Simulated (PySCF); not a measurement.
Input of a run (PBE0-D3(BJ)/def2-SVP geometry optimisation, gas phase (PySCF 2.14.0)), started from GFN2-xTB:
```
{"job": {"xc": "PBE0", "basis": "def2-SVP", "d3": "d3bj", "grid": 1, "kind": "geom"}, "charge": 1, "multiplicity": 2}
C     -2.177450     0.175900     0.681930
O     -0.997670    -0.470460     0.357950
C     -0.411860    -0.306460    -0.886370
C      1.081800    -0.561330    -0.754270
C      1.590970     0.291090     0.418490
O      0.829120     0.666190     1.270470
O      2.867840     0.510430     0.352300
H     -2.546880     0.839770    -0.102320
H     -2.926810    -0.585430     0.944380
H     -2.009570     0.743260     1.610290
H     -0.627750     0.682020    -1.319760
H     -0.825110    -1.059240    -1.586880
H      1.632050    -0.334230    -1.666310
H      1.287740    -1.596580    -0.466700
H      3.224750     1.021060     1.102970
```

Output (energies in Eh, forces in Eh/bohr):
```
step   0  E = -381.88626870  max force = 0.027842
step   1  E = -381.88840558  max force = 0.014637
step   2  E = -381.88691975  max force = 0.015892
step   3  E = -381.88910021  max force = 0.004185
step   4  E = -381.88915596  max force = 0.006094
step   5  E = -381.88945047  max force = 0.001231
step   6  E = -381.88952365  max force = 0.001366
step   7  E = -381.88971355  max force = 0.001792
step   8  E = -381.88996322  max force = 0.002632
step   9  E = -381.89020422  max force = 0.002703
step  10  E = -381.89026237  max force = 0.001581
step  11  E = -381.89027396  max force = 0.000552
step  12  E = -381.89027854  max force = 0.000481
step  13  E = -381.89027970  max force = 0.000888
step  14  E = -381.89027922  max force = 0.001167
step  15  E = -381.89027874  max force = 0.000824
step  16  E = -381.89028045  max force = 0.000361
optimisation converged
```

**Question.** Summarise the run.

**Answer.** The energy falls by 10.5 kJ/mol over 17 energy and gradient evaluations, the largest force component goes from 0.0278 to 3.6e-04 Eh/bohr, and the atoms move by 0.309 Å rms after alignment. The bond that changes most is C4–C5 (ends: carbon bonded to 2 C and 2 H; carbon bonded to C and 2 O), which shortens by 0.032 Å. Bonds longer at the end by more than 0.005 Å: 7 of 14; shorter: 2. Among the angles that change most is H9–C1–H10, from 105.0° to 108.9°. Among the dihedrals that turn most is H9–C1–O2–C3, from 121° to 79°. The energy rose by more than 1e-6 Eh at step 2. The first step brought 53 % of the lowering.

**Question.** What are the final bond lengths?

**Answer.** C1–O2 1.410 Å, O2–C3 1.411 Å, C3–C4 1.509 Å, C4–C5 1.505 Å, C5=O6 1.225 Å, C5–O7 1.298 Å, C1–H8 1.100 Å, C1–H9 1.107 Å, C1–H10 1.096 Å, C3–H11 1.102 Å, C3–H12 1.107 Å, C4–H13 1.099 Å, C4–H14 1.104 Å, O7–H15 0.975 Å. Numbering counts from 1 in the input's order; the species is `OC(=[O+])CCOC` [radical].

The run used 138 basis functions and 145 SCF cycles in all. Hardware: one thread of an Arm Neoverse V1, no GPU, shared host. Cost: 3.6 min of wall time.

Stationary, but not proved a minimum. ⟨S²⟩ = 0.756 (exact for a doublet: 0.75).

One conformer stands for the species.
